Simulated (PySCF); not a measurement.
Match the calculated data to a structure.

* 13C NMR: chemical shifts (computed TMS as zero) by class: 145.9 (1 C), 140.3 (1 C), 139.3 (1 C), 135.5 (1 C), 134.7 (1 C), 129.1 (1 C), 46.3 (1 C) ppm [GIAO PBE0/pcSseg-1]
* NMR, other nuclei: isotropic shieldings of nuclei other than C and H, by class: 132 (2 O), 206 (1 S), 553 (1 S) ppm [GIAO PBE0/pcSseg-1]
* Rotational structure: rotational constants A, B, C: 1.237, 0.810, 0.555 GHz [GFN2-xTB]
* Dipole: 4.10 D [PBE0/pcSseg-1]
* 1H NMR: chemical shifts (computed TMS as zero) by class: 9.45 (1 H), 8.17 (1 H), 7.70 (1 H), 7.65 (1 H), 7.45 (1 H), 2.72 (3 H) ppm [GIAO PBE0/pcSseg-1]

Gas-phase values; electronic properties from PySCF, density fitting. Levels stand in brackets. Isolated species at its GFN2-xTB geometry (one conformer only). Each NMR value is the plain mean over a class of atoms that symmetry, rotation or inversion makes alike.

Task: Which candidate is it?
A. `CS(=O)(=O)c1ccccc1S`
B. `CSc1scc2c1OCCO2`
C. `c1csc(-c2cccs2)c1`

Result: A. It is `CS(=O)(=O)c1ccccc1S`. Numbering: `[CH3:1][S:2](=[O:3])(=[O:4])[c:5]1[cH:6][cH:7][cH:8][cH:9][c:10]1[SH:11]`. 7 carbons fall into 7 classes; from least to most shielded: substituted aromatic carbon [C10] (145.9 ppm), substituted aromatic carbon [C5] (140.3 ppm), aromatic CH carbon [C8] (139.3 ppm), aromatic CH carbon [C9] (135.5 ppm), aromatic CH carbon [C6] (134.7 ppm), aromatic CH carbon [C7] (129.1 ppm), S-methyl carbon [C1] (46.3 ppm). Hydrogen classes from least to most shielded: 1 H on a thiol sulfur, S11 (9.45 ppm), 1 H on an aromatic CH carbon, C6 (8.17 ppm), 1 H on an aromatic CH carbon, C8 (7.70 ppm), 1 H on an aromatic CH carbon, C9 (7.65 ppm), 1 H on an aromatic CH carbon, C7 (7.45 ppm), 3 H on an S-methyl carbon, C1 (2.72 ppm, a mean of values up to 1.3 ppm apart in this geometry). The other shieldings belong to: 132 ppm, sulfonyl oxygen [O3/O4]; 206 ppm, sulfonyl sulfur [S2]; 553 ppm, thiol sulfur [S11]. The optimised geometry has point group C1 and is an asymmetric top.

The others, at the same levels:
- `CSc1scc2c1OCCO2` fails: its computed 13C shifts are 148.6 (1 C), 140.3 (1 C), 127.0 (1 C), 103.4 (1 C), 68.0 (1 C), 67.7 (1 C), 19.8 (1 C) ppm, 1H shifts are 6.13 (1 H), 4.16 (2 H), 4.14 (2 H), 2.43 (3 H) ppm and rotational constant A is 1.641 GHz (against 1.237 GHz).
- `c1csc(-c2cccs2)c1` fails: it has 6 hydrogens where the 1H data count 8; its computed 13C shifts are 148.8 (2 C), 131.8 (2 C), 131.4 (2 C), 126.9 (2 C) ppm, 1H shifts are 7.43 (2 H), 7.05 (2 H), 6.99 (2 H) ppm and rotational constant A is 2.692 GHz (against 1.237 GHz).

Each candidate is one conformer, not necessarily the lowest. The conformers computed, where there is a choice (atom-mapped SMILES and torsion angles):
- `[CH3:1][S:2](=[O:3])(=[O:4])[c:5]1[cH:6][cH:7][cH:8][cH:9][c:10]1[SH:11]`: C1–S2–C5–C6 103°, H–S11–C10–C9 162°
- `[CH3:1][S:2][c:3]1[s:4][cH:5][c:6]2[c:7]1[O:8][CH2:9][CH2:10][O:11]2`: C1–S2–C3–S4 -3°
- `[cH:1]1[cH:2][s:3][c:4](-[c:5]2[cH:6][cH:7][cH:8][s:9]2)[cH:10]1`: S3–C4–C5–C6 0°
